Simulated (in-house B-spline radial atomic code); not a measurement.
## Solving the quasi-particle equation for 4s up of Mn+

Configuration [Ar] 3d5 4s1, highest spin, start PBE, empty levels kept to 2666.67 hartree. Computed with a B-spline radial code for spherical atoms: all electrons, scalar-relativistic (spin-free one-electron X2C), finite nucleus, each spin shell either full or empty, empty states to l = 9 with an (l + 1/2)⁻⁴ tail; G0W0 by contour deformation at full frequency.

RPA overbinds a lone outer s electron by self-correlation, and G0W0 tends to as well.

At the mean-field level ε = -12.613 eV the matrix elements are Σx = -12.325 eV, v_xc = -9.645 eV and Σc(ε) = -1.461 eV, and the slope of the correlation self-energy is dΣc/dω = -0.0859. The quasi-particle energy solves E = ε + Σx − v_xc + Σc(E).

(1) What does the linearised equation give?

(2) How does that compare with the full solution and with static screening?

Results:

(1) Z = 1/(1 − dΣc/dω) = 1/1.0859 = 0.9209. The first-order shift is Σx − v_xc + Σc(ε) = -12.325 − (-9.645) + (-1.461) = -4.141 eV, so E ≈ ε + Z × shift = -12.613 + 0.9209 × (-4.141) = -16.426 eV.

(2) Solving the equation at full frequency dependence gives E = -16.434 eV, where Σc = -1.141 eV and the weight is 0.918; the linearised value is off by 8 meV. Leaving Z out would give -16.754 eV. Static COHSEX puts -2.688 eV in place of Σc and gives -17.981 eV, 1.55 eV deeper. The tabulated removal energy is 15.640 eV (NIST, measured); the run leaves out spin-orbit coupling, Breit and QED terms.
